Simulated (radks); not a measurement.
Values are calculated unless marked as measured or tabulated.
Spin polarisation of the 6p1 shell in Bi2+. Start: [Hg] 6p(up 0.5, down 0.5); electrons of 6p are moved from spin down to spin up, other shells keep equal spins. Code: a radial shooting solver on a logarithmic mesh with Libxc functionals. Model: scalar-relativistic Kohn-Sham, PBEsol, spin-polarised, spherical densities, point nucleus.

moment (Bohr magnetons)  E - E(0) (eV)  e(6p up) (eV)  e(6p down) (eV)  6s down minus up (eV)  5d down minus up (eV)  5p down minus up (eV)
0                                0.000        -19.232          -19.232                  0.000                  0.000                  0.000
0.25                            -0.015        -19.347          -19.111                  0.194                  0.039                  0.012
0.5                             -0.059        -19.456          -18.984                  0.389                  0.079                  0.023
0.75                            -0.133        -19.558          -18.850                  0.585                  0.119                  0.035
1                               -0.236        -19.655          -18.706                  0.781                  0.159                  0.046

At moment 1 the spin-polarisation energy is -0.236 eV and the 6p exchange splitting 0.949 eV, that is 0.949 eV per Bohr magneton; E = -I m^2/4 would give I = 0.944 eV.
